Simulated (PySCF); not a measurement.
Input of a run (PBE0-D3(BJ)/def2-SVP geometry optimisation, gas phase, def2 core potentials past Kr (PySCF 2.14.0)), started from GFN2-xTB:
```
{"job": {"xc": "PBE0", "basis": "def2-SVP", "d3": "d3bj", "grid": 1, "maxiter": 30, "shake": 0.01, "kind": "geom"}, "charge": 0, "multiplicity": 1}
Al     1.527360     0.404980     0.519630
C      0.513620    -0.866010    -0.634840
Pb    -1.368010     0.031190     0.428550
H      2.040410    -0.020260     1.899610
H      1.793940     1.841940    -0.029390
H      0.336720    -0.707440    -1.702150
H      0.486430    -1.936810    -0.433740
H     -2.268280    -0.969010     1.517170
H     -2.499020     0.986040    -0.466190
H     -0.512730     1.214460     1.509060
```

Output (energies in Eh, forces in Eh/bohr):
```
step   0  E = -477.24129279  max force = 0.017331
step   1  E = -477.24686552  max force = 0.004508
step   2  E = -477.24715286  max force = 0.002991
step   3  E = -477.24721284  max force = 0.001296
step   4  E = -477.24722822  max force = 0.000598
step   5  E = -477.24723219  max force = 0.000427
optimisation converged
```

Question: Summarise the run.

Answer: The energy falls by 15.6 kJ/mol over 6 energy and gradient evaluations, the largest force component goes from 0.0173 to 4.3e-04 Eh/bohr, and the atoms move by 0.101 Å rms after alignment. The bond that changes most is C2–Pb3 (ends: chain CH2 carbon; lead bonded to C and 3 H), which shortens by 0.095 Å. Bonds longer at the end by more than 0.005 Å: 7 of 9; shorter: 2. Among the angles that change most is Al1–C2–Pb3, from 84.3° to 91.2°. The energy never rose by more than 1e-6 Eh on the way. The first step brought 94 % of the lowering.

Question: What are the final bond lengths?

Answer: Al1–C2 1.967 Å, C2–Pb3 2.245 Å, Al1–H4 1.590 Å, Al1–H5 1.591 Å, C2–H6 1.099 Å, C2–H7 1.099 Å, Pb3–H8 1.753 Å, Pb3–H9 1.752 Å, Pb3–H10 1.833 Å. Numbering counts from 1 in the input's order; the species is `[AlH2][CH2][PbH3]`.

The run used 93 basis functions and 36 SCF cycles in all. The run took 21 s on an AMD EPYC 7R13 with one thread, shared host, and the process peaked at 0.40 GiB of memory.

Not checked by PBE0-D3(BJ)/def2-SVP frequencies. One conformer, not necessarily the lowest.
